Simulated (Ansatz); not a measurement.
H₈O₂Si₃ (`[SiH3]O[SiH2]O[SiH3]`), relaxed with RKS PBE0-D4/def2-TZVP in Ansatz from a PBE-D4/def2-SVP geometry. The force threshold is 0.005 eV/Å; the program also tests the step.

Total charge 0; spin multiplicity 1.

Start:

```xyz
13

Si    0.634    0.830    2.137
O     0.255   -0.583    1.314
Si   -0.892   -1.189    0.263
O    -0.927   -0.297   -1.148
Si    0.125    0.185   -2.365
H     1.566    0.477    3.257
H    -0.611    1.467    2.696
H     1.308    1.803    1.209
H    -2.259   -1.086    0.868
H    -0.497   -2.605   -0.027
H     0.980    1.327   -1.889
H     1.016   -0.957   -2.778
H    -0.699    0.630   -3.537
```

```
step  energy (eV)  largest force (eV/Å)  largest move (Å)
   1  -27849.9273                 0.848             0.000
   2  -27850.0169                 0.591             0.039
   3  -27850.0452                 0.074             0.025
   4  -27850.0504                 0.021             0.071
   5  -27850.0514                 0.042             0.043
   6  -27850.0518                 0.005             0.019
   7  -27850.0518                 0.015             0.019
   8  -27850.0519                 0.014             0.023
   9  -27850.0519                 0.012             0.007
  10  -27850.0520                 0.005             0.009
  11  -27850.0521                 0.010             0.025
  12  -27850.0521                 0.019             0.030
  13  -27850.0521                 0.011             0.002
  14  -27850.0521                 0.001             0.004
  15  -27850.0521                 0.003             0.007
```

End:

```xyz
13

Si    0.615    0.822    2.197
O     0.201   -0.503    1.328
Si   -0.846   -1.137    0.256
O    -0.808   -0.315   -1.148
Si    0.112    0.156   -2.418
H     1.512    0.394    3.297
H    -0.600    1.465    2.764
H     1.321    1.796    1.327
H    -2.225   -1.038    0.784
H    -0.438   -2.542    0.025
H     0.970    1.302   -2.021
H     0.976   -0.966   -2.871
H    -0.791    0.567   -3.519
```

It took 77 s on 4 threads of an Arm Neoverse V1 on a shared host, with 0.68 GiB of host memory at the peak.
